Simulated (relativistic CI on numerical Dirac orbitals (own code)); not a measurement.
**What each ingredient does to the levels of Re²⁸⁺**

Base calculation: Dirac-Coulomb-Breit CI, KLI orbitals optimised for each configuration, QED by a radiative potential, unscaled Slater integrals.

Configuration list (outside the closed core [Ar] 3d10): 4s2 4p6 4d10 4f, 4s2 4p6 4d9 4f2, 4s2 4p6 4d10 5s, 4s2 4p6 4d10 5p, 4s2 4p5 4d10 4f2, 4s2 4p6 4d10 5d, 4s 4p6 4d10 4f2, 4s2 4p6 4d9 4f 5s, 4s2 4p4 4d10 4f3, 4s2 4p6 4d9 5s2, 4s2 4p6 4d10 5f, 4s2 4p6 4d9 4f 5p, 4s2 4p6 4d9 5s 5p, 4s2 4p6 4d8 4f2 5s, 4s2 4p6 4d10 6s, 4s2 4p6 4d10 5g. Levels of other configurations are missing.

Variants: (1) QED terms removed; (2) one mean potential for all configurations. Shifts of the energy above 4s2 4p6 4d10 4f 2F°_5/2, in cm⁻¹, for the lowest level and the first level of each name with at least 55 % of one term (blank where a level changes its place among those of its configuration and J or its character, or is not in the variant):

```csv
Level,Base,Δ(1),Δ(2)
4s2 4p6 4d10 4f 2F°_5/2,0,0,0
4s2 4p6 4d10 4f 2F°_7/2,32338,-124,-98
4s2 4p6 4d10 5s 2S_1/2,1167744,-3982,-73
4s2 4p6 4d9 4f2 4F_3/2,1583624,+168,-499
4s2 4p6 4d9 4f2 4F_5/2,1588518,+171,-468
4s2 4p6 4d10 5p 2P°_1/2,1608942,-701,-10
4s2 4p6 4d9 4f2 4K_15/2,1644344,+73,-526
4s2 4p6 4d9 4f2 4D_3/2,1645236,+132,-366
4s2 4p6 4d9 4f2 4K_17/2,1657379,+4,-596
4s2 4p6 4d9 4f2 4D_1/2,1658339,+117,-369
4s2 4p6 4d9 4f2 4H_13/2,1661363,+65,-474
4s2 4p6 4d9 4f2 2D_3/2,1682270,+73,-385
4s2 4p6 4d9 4f2 4P_1/2,1685859,+89,-350
4s2 4p6 4d9 4f2 2I_13/2,1695990,-26,-539
```

At this charge energies of transitions that change n are usually good to better than 1 %, and those within a shell (Δn = 0) to a few per cent.

Ionisation energy from the two ground configurations alone: base 938.604 eV. The NIST ASD value (theoretical) is 953 eV.

LS names give the leading component of a level, which can be under half, so a name can repeat, a term be missing and a line seem to break the LS rules.
